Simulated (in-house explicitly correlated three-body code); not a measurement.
Computed with an exponentially correlated three-body code. Model: two electrons around a point charge, non-relativistic, variational in 260 exponentially correlated functions (energies converged to about 1e-7 hartree, or 1e-8 relative for large Z).

Command:
```bash
python run_hyl.py task.json out
```
Settings (lengths in bohr, energies in hartree):
```
Z                      2.5
nuclear_mass           206.7683
interaction_strength   1
functions              260
states_tried           13
```

Run time, properties included: 31 s on 1 thread of Intel(R) Xeon(R) Platinum 8375C CPU @ 2.90GHz (Ice Lake), on a shared host.

**Those bound S and P states to n = 4 that converged, binding against the one-electron ion.**

Given: nuclear charge 2.5; mass of the centre 206.77 electron masses.

Computed: one-electron threshold -3.10995921 hartree.

```tsv
term	energy (hartree)	binding (eV)
1 1S	-4.81755925	46.466
2 3S	-3.46967747	9.7884
2 1S	-3.42074734	8.457
2 3P	-3.40792333	8.108
2 1P	-3.38575933	7.5049
3 3S	?	?
3 1S	?	?
3 3P	-3.23978175	3.5327
3 1P	-3.23305558	3.3496
4 3S	-3.18854258	2.1384
4 1S	-3.18347033	2.0003
4 3P	-3.18221988	1.9663
4 1P	-3.17937659	1.8889
```

What belongs in the row 3 3S?

energy (hartree): -3.25564545; binding (eV): 3.9643.

What belongs in the row 3 1S?

energy (hartree): -3.24293861; binding (eV): 3.6186.

**Converged states only, values per electron or pair.**

```
term  mean r (bohr)  mean r squared (bohr²)  mean inverse r (1/bohr)  mean r12 (bohr)  mean inverse r12 (1/bohr)  mean cosine  mean p1 dot p2 (bohr⁻²)  delta r1 (bohr⁻³)  delta r12 (bohr⁻³)
1 1S        0.71211                 0.69371                   2.1772           1.0781                     1.2511    -0.050296                  0.21372             3.7323             0.26099
2 3S         1.8881                  6.1191                   1.4607           3.2574                    0.36424     -0.01344                 0.011241             2.5772                   -
2 1S         2.1254                  7.9889                   1.4404           3.7123                    0.36062    -0.014569                 0.012578             2.5525            0.027312
2 3P         1.8475                  6.0332                    1.441           3.1916                    0.38932    -0.047546                 -0.16693             2.4161                   -
2 1P         2.0101                  7.2297                   1.4273           3.4746                    0.36499     0.003257                  0.12269             2.4558           0.0033091
3 3S         4.1765                  34.362                   1.3353           7.7833                    0.16498    -0.003734                0.0024855             2.4841                   -
3 1S              ?                       ?                        ?                ?                          ?            ?                        ?                  ?                   ?
3 3P         4.2961                  37.097                   1.3299           8.0266                    0.17014    -0.012864                -0.044742             2.4416                   -
3 1P         4.5376                  41.559                    1.326           8.4982                    0.16367    0.0012035                 0.037096             2.4524           0.0011336
4 3S         7.4697                  115.87                   1.2941           14.354                   0.093229   -0.0014753               0.00079615             2.4642                   -
4 1S              ?                       ?                        ?                ?                          ?            ?                        ?                  ?                   ?
4 3P         7.7487                  126.17                   1.2919           14.914                   0.095035   -0.0051909                -0.018196             2.4472                   -
4 1P         8.0704                  137.12                   1.2902           15.553                   0.092418   0.00056229                 0.015589             2.4516          0.00050207
```

What belongs in the row 3 1S?

mean r (bohr): 4.5385; mean r squared (bohr²): 41.016; mean inverse r (1/bohr): 1.3298; mean r12 (bohr): 8.5023; mean inverse r12 (1/bohr): 0.16311; mean cosine: -0.0043466; mean p1 dot p2 (bohr⁻²): 0.0031734; delta r1 (bohr⁻³): 2.4794; delta r12 (bohr⁻³): 0.0078944.

What belongs in the row 4 1S?

mean r (bohr): 7.9581; mean r squared (bohr²): 132.15; mean inverse r (1/bohr): 1.2918; mean r12 (bohr): 15.329; mean inverse r12 (1/bohr): 0.092287; mean cosine: -0.0017892; mean p1 dot p2 (bohr⁻²): 0.0011366; delta r1 (bohr⁻³): 2.4626; delta r12 (bohr⁻³): 0.0032761.
